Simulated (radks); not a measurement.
Trend from Rb to Xe: ionisation energy by Delta-SCF between NIST ground configurations, and size. Calculated with a radial shooting solver on a logarithmic mesh with Libxc functionals: Dirac Kohn-Sham, BLYP, spin-unpolarised, spherical densities, finite nucleus; open shells are shared between the two j in proportion to 2j + 1; Fermi nuclear charge, rms radius of each element as measured or else 0.836 A^(1/3) + 0.57 fm.

[
 {"species": "Rb", "configuration": "[Kr] 5s1", "IE (eV)": "4.193", "NIST (eV)": "4.177", "kind": "exp.", "outermost": "5s1/2", "<r> outermost (bohr)": "5.17"},
 {"species": "Sr", "configuration": "[Kr] 5s2", "IE (eV)": "5.808", "NIST (eV)": "5.695", "kind": "exp.", "outermost": "5s1/2", "<r> outermost (bohr)": "4.31"},
 {"species": "Zr", "configuration": "[Kr] 4d2 5s2", "IE (eV)": "7.060", "NIST (eV)": "6.634", "kind": "exp.", "outermost": "5s1/2", "<r> outermost (bohr)": "3.73"},
 {"species": "Nb", "configuration": "[Kr] 4d4 5s1", "IE (eV)": "6.669", "NIST (eV)": "6.759", "kind": "exp.", "outermost": "5s1/2", "<r> outermost (bohr)": "3.73"},
 {"species": "Mo", "configuration": "[Kr] 4d5 5s1", "IE (eV)": "6.935", "NIST (eV)": "7.092", "kind": "exp.", "outermost": "5s1/2", "<r> outermost (bohr)": "3.60"},
 {"species": "Tc", "configuration": "[Kr] 4d5 5s2", "IE (eV)": "8.123", "NIST (eV)": "7.119", "kind": "exp.", "outermost": "5s1/2", "<r> outermost (bohr)": "3.31"},
 {"species": "Ru", "configuration": "[Kr] 4d7 5s1", "IE (eV)": "7.366", "NIST (eV)": "7.361", "kind": "exp.", "outermost": "5s1/2", "<r> outermost (bohr)": "3.39"},
 {"species": "Rh", "configuration": "[Kr] 4d8 5s1", "IE (eV)": "7.549", "NIST (eV)": "7.459", "kind": "exp.", "outermost": "5s1/2", "<r> outermost (bohr)": "3.31"},
 {"species": "Pd", "configuration": "[Kr] 4d10", "IE (eV)": "9.082", "NIST (eV)": "8.337", "kind": "exp.", "outermost": "4d5/2", "<r> outermost (bohr)": "1.61"},
 {"species": "Ag", "configuration": "[Kr] 4d10 5s1", "IE (eV)": "7.873", "NIST (eV)": "7.576", "kind": "exp.", "outermost": "5s1/2", "<r> outermost (bohr)": "3.16"},
 {"species": "Cd", "configuration": "[Kr] 4d10 5s2", "IE (eV)": "9.319", "NIST (eV)": "8.994", "kind": "exp.", "outermost": "5s1/2", "<r> outermost (bohr)": "2.90"},
 {"species": "In", "configuration": "[Kr] 4d10 5s2 5p1", "IE (eV)": "5.368", "NIST (eV)": "5.786", "kind": "exp.", "outermost": "5p3/2", "<r> outermost (bohr)": "3.82"},
 {"species": "Sn", "configuration": "[Kr] 4d10 5s2 5p2", "IE (eV)": "6.815", "NIST (eV)": "7.344", "kind": "exp.", "outermost": "5p3/2", "<r> outermost (bohr)": "3.32"},
 {"species": "Sb", "configuration": "[Kr] 4d10 5s2 5p3", "IE (eV)": "8.214", "NIST (eV)": "8.608", "kind": "exp.", "outermost": "5p3/2", "<r> outermost (bohr)": "2.98"},
 {"species": "Te", "configuration": "[Kr] 4d10 5s2 5p4", "IE (eV)": "9.599", "NIST (eV)": "9.010", "kind": "exp.", "outermost": "5p3/2", "<r> outermost (bohr)": "2.73"},
 {"species": "I", "configuration": "[Kr] 4d10 5s2 5p5", "IE (eV)": "10.987", "NIST (eV)": "10.451", "kind": "exp.", "outermost": "5p3/2", "<r> outermost (bohr)": "2.53"},
 {"species": "Xe", "configuration": "[Xe]", "IE (eV)": "12.385", "NIST (eV)": "12.130", "kind": "exp.", "outermost": "5p3/2", "<r> outermost (bohr)": "2.36"}
]

Reference values: NIST Atomic Spectra Database (exp. = measured, semi-emp. = semi-empirical, theory = theoretical value adopted there). Spin polarisation and multiplet splitting are left out, so open shells lie too high by an amount that depends on their filling. Sharing an open shell by 2j + 1 raises it above the true ground level by a part of the spin-orbit splitting, which enters the differences from NIST.

Beside tabulated values, note that spin-unpolarised runs miss the spin-polarisation part of the exchange energy of open shells.
